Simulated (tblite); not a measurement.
Task: Write Cartesian coordinates for `C#CCCO[CH]O` [radical] as optimised with GFN2-xTB. (Doublet state.)

Result: 
```xyz
14
C5H7O2 angstrom
C      2.260    1.651    0.152
C      1.855    0.560   -0.123
C      1.326   -0.753   -0.431
C     -0.034   -0.971    0.238
O     -0.970   -0.114   -0.368
C     -2.188   -0.004    0.268
O     -2.972    0.997   -0.229
H      2.628    2.606    0.382
H      2.023   -1.519   -0.081
H      1.209   -0.849   -1.513
H     -0.350   -2.018    0.112
H      0.032   -0.758    1.315
H     -2.199   -0.067    1.350
H     -2.622    1.240   -1.094
```

Any rigid rotation of these coordinates is as good. Atoms count from 1 in this order. C6 (carbon bonded to 2 O and H) is pyramidal (angles 117.7°, 113.6° and 113.5°, sum 344.8°, 0.29 Å off the plane of its three neighbours). O5 (oxygen bonded to 2 C) is bent (angle 116.0°). Of the pairs four or more bonds apart, H12···H13 is among the closest relative to their van der Waals radii: 2.34 Å, 97 % of the sum of Bondi's values. The C–O distances run from 1.365 Å (C6–O7, drawn single) to 1.406 Å (C4–O5, drawn single), a spread of 0.041 Å.

Bonds between heavy atoms (Å): C1≡C2 1.196, C2–C3 1.449, C3–C4 1.531, C4–O5 1.406, O5–C6 1.378, C6–O7 1.365.

The geometry is computed with GFN2-xTB (gas phase). This method treats the open shell by occupation alone, without spin polarisation.

Point group: C1 (no symmetry element, even within 0.4 Å). Its GFN2-xTB frequencies are all real (lowest 36 cm⁻¹). Torsions: C2–C3–C4–O5 68°, C3–C4–O5–C6 -169°, C4–O5–C6–O7 170°, O5–C6–O7–H 17°. 3 starts were optimised and ended at 0.00, 2.08 and 2.10 kcal/mol (GFN2-xTB); the lowest of these is shown.

One conformer stands for the species.
